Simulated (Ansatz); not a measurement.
C₂H₃NSSi, SMILES `N#C[SiH]1CS1` at its PBE0-D4/def2-TZVP geometry, where that method's forces vanish. Total charge 0; spin multiplicity 1.

```tsv
atom	x (Å)	y (Å)	z (Å)
N1	2.5746	0.8251	1.3142
C2	1.6473	0.7003	0.6418
Si3	0.1866	0.4966	-0.4505
C4	-0.9659	-0.8673	-0.0455
S5	-1.6829	0.8044	0.3806
H6	0.5201	0.9034	-1.8245
H7	-0.7776	-1.4877	0.8251
H8	-1.5022	-1.3747	-0.8413
```

Question: For each bond, give half the difference of the two atoms' forces along it (eV/Å; positive pushes the atoms apart) under PBE-D4, r2SCAN-D4, B3LYP-D4, ωB97M-V in def2-TZVPP. (Best estimate.)

Answer: Ansatz gave: 
```
  bond  length (Å)  PBE-D4  r2SCAN-D4  B3LYP-D4  ωB97M-V
 N1–C2       1.152    1.56       0.61      0.05    -0.34
C2–Si3       1.835   -0.88      -0.37     -0.04     0.32
Si3–C4       1.831    0.22       0.11      0.19     0.01
Si3–S5       2.069    0.39       0.15      0.31     0.03
Si3–H6       1.471    0.01      -0.03     -0.16    -0.20
 C4–S5       1.868    0.27       0.21      0.39     0.14
 C4–H7       1.086    0.07      -0.05     -0.12    -0.08
 C4–H8       1.086    0.07      -0.06     -0.13    -0.09
```

B3LYP here is the variant with VWN-RPA as its local correlation; programs differ in this.
